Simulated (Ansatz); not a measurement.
Consider the ligand exchange at the Si–S bond: `F[SiH2][S][GeH3]` + `C=C[SiH2]O` → `C=C[SiH2]O[SiH2]F` + `[SH][GeH3]`.

Program: Ansatz. Geometries: PBE0-D4/def2-TZVP. ΔE: electronic, gas phase. CCSD(T)/CBS is the MP2 limit (def2-TZVPP, def2-QZVPP) plus CCSD(T) − MP2 in def2-TZVPP, frozen cores. This one scheme is used for every species. DFT in def2-TZVPP. B3LYP here is the variant with VWN-RPA as its local correlation; programs differ in this. HSE06 is defined as in plane-wave codes. For Ge outer-core shells are correlated without core-valence functions, which leaves a few kJ/mol of doubt a bond. Scalar relativity is left out up to krypton. Each species was taken in one conformer, which may not be the lowest.

```json
{"level": "LDA (SPW92)", "ΔE (kJ/mol)": "-45.9", "difference from CCSD(T)/CBS": "12.6"}
{"level": "PBE-D4", "ΔE (kJ/mol)": "-42.6", "difference from CCSD(T)/CBS": "15.9"}
{"level": "revPBE-D4", "ΔE (kJ/mol)": "-41.7", "difference from CCSD(T)/CBS": "16.8"}
{"level": "BLYP-D4", "ΔE (kJ/mol)": "-57.8", "difference from CCSD(T)/CBS": "0.7"}
{"level": "B97M-V", "ΔE (kJ/mol)": "-58.8", "difference from CCSD(T)/CBS": "-0.3"}
{"level": "PBE0-D4", "ΔE (kJ/mol)": "-48.7", "difference from CCSD(T)/CBS": "9.8"}
{"level": "B3LYP-D4", "ΔE (kJ/mol)": "-62.0", "difference from CCSD(T)/CBS": "-3.5"}
{"level": "r2SCANh-D4", "ΔE (kJ/mol)": "-56.0", "difference from CCSD(T)/CBS": "2.5"}
{"level": "r2SCAN0-D4", "ΔE (kJ/mol)": "-57.6", "difference from CCSD(T)/CBS": "0.9"}
{"level": "HSE06-D4", "ΔE (kJ/mol)": "-48.4", "difference from CCSD(T)/CBS": "10.1"}
{"level": "BHLYP-D4", "ΔE (kJ/mol)": "-69.0", "difference from CCSD(T)/CBS": "-10.5"}
{"level": "CAM-B3LYP-D4", "ΔE (kJ/mol)": "-68.3", "difference from CCSD(T)/CBS": "-9.8"}
{"level": "ωB97M-V", "ΔE (kJ/mol)": "-57.8", "difference from CCSD(T)/CBS": "0.7"}
{"level": "B2PLYP", "ΔE (kJ/mol)": "-63.5", "difference from CCSD(T)/CBS": "-5.0"}
{"level": "PBE-QIDH", "ΔE (kJ/mol)": "-55.0", "difference from CCSD(T)/CBS": "3.5"}
{"level": "PBE", "ΔE (kJ/mol)": "-43.9", "difference from CCSD(T)/CBS": "14.6"}
{"level": "revPBE", "ΔE (kJ/mol)": "-44.0", "difference from CCSD(T)/CBS": "14.5"}
{"level": "r2SCAN", "ΔE (kJ/mol)": "-54.8", "difference from CCSD(T)/CBS": "3.7"}
{"level": "PBE0", "ΔE (kJ/mol)": "-49.7", "difference from CCSD(T)/CBS": "8.8"}
{"level": "B3LYP", "ΔE (kJ/mol)": "-64.6", "difference from CCSD(T)/CBS": "-6.1"}
{"level": "r2SCAN0", "ΔE (kJ/mol)": "-57.5", "difference from CCSD(T)/CBS": "1.0"}
{"level": "HSE06", "ΔE (kJ/mol)": "-49.4", "difference from CCSD(T)/CBS": "9.1"}
{"level": "BHLYP", "ΔE (kJ/mol)": "-72.0", "difference from CCSD(T)/CBS": "-13.5"}
{"level": "CAM-B3LYP", "ΔE (kJ/mol)": "-69.3", "difference from CCSD(T)/CBS": "-10.8"}
{"level": "RPA@PBE/def2-TZVPP", "ΔE (kJ/mol)": "-65.0", "difference from CCSD(T)/CBS": "-6.5"}
{"level": "HF/def2-SVP", "ΔE (kJ/mol)": "-77.5", "difference from CCSD(T)/CBS": "-19.0"}
{"level": "MP2/def2-SVP", "ΔE (kJ/mol)": "-60.0", "difference from CCSD(T)/CBS": "-1.5"}
{"level": "CCSD/def2-SVP", "ΔE (kJ/mol)": "-65.5", "difference from CCSD(T)/CBS": "-7.0"}
{"level": "CCSD(T)/def2-SVP", "ΔE (kJ/mol)": "-62.7", "difference from CCSD(T)/CBS": "-4.2"}
{"level": "HF/def2-TZVPP", "ΔE (kJ/mol)": "-83.2", "difference from CCSD(T)/CBS": "-24.7"}
{"level": "MP2/def2-TZVPP", "ΔE (kJ/mol)": "-57.7", "difference from CCSD(T)/CBS": "0.8"}
{"level": "SCS-MP2/def2-TZVPP", "ΔE (kJ/mol)": "-64.5", "difference from CCSD(T)/CBS": "-6.0"}
{"level": "CCSD/def2-TZVPP", "ΔE (kJ/mol)": "-66.4", "difference from CCSD(T)/CBS": "-7.9"}
{"level": "CCSD(T)/def2-TZVPP", "ΔE (kJ/mol)": "-62.0", "difference from CCSD(T)/CBS": "-3.5"}
{"level": "HF/def2-QZVPP", "ΔE (kJ/mol)": "-85.8", "difference from CCSD(T)/CBS": "-27.3"}
{"level": "MP2/def2-QZVPP", "ΔE (kJ/mol)": "-56.7", "difference from CCSD(T)/CBS": "1.8"}
{"level": "SCS-MP2/def2-QZVPP", "ΔE (kJ/mol)": "-63.4", "difference from CCSD(T)/CBS": "-4.9"}
{"level": "HF/CBS(def2)", "ΔE (kJ/mol)": "-86.2", "difference from CCSD(T)/CBS": "-27.7"}
{"level": "MP2/CBS(def2)", "ΔE (kJ/mol)": "-54.3", "difference from CCSD(T)/CBS": "4.2"}
{"level": "CCSD/CBS(def2)", "ΔE (kJ/mol)": "-63.0", "difference from CCSD(T)/CBS": "-4.5"}
{"level": "CCSD(T)/CBS", "ΔE (kJ/mol)": "-58.5", "difference from CCSD(T)/CBS": "0"}
```

Problem. What do rigid-rotor, harmonic-oscillator terms from PBE0-D4/def2-TZVP frequencies (298.15 K, 1 bar) make of the CCSD(T)/CBS value? (Best estimate.)

Solution. The calculation gave: ΔZPE = -5.0 kJ/mol, ΔH = -63.3 kJ/mol, ΔS = 10 J/(mol·K), ΔG = -66.3 kJ/mol. Modes under 50 cm⁻¹ make the entropy rough.

Largest T1 diagnostic among the species: 0.012.

From PBE to PBE0 (25 % exact exchange), in def2-TZVPP and without D4, ΔE moves by −5.8 kJ/mol. Leaving LDA and LC-ωPBE aside and taking each functional with its dispersion term where it has one, the values spread over 27.3 kJ/mol, from BHLYP-D4 to revPBE-D4. At CCSD(T), def2-SVP lies −4.2 kJ/mol from the extrapolated value and def2-TZVPP −3.5 kJ/mol.

CCSD(T)/CBS has its own doubt, a few kJ/mol and more with outer-core shells, so smaller differences from it don't rank the levels.
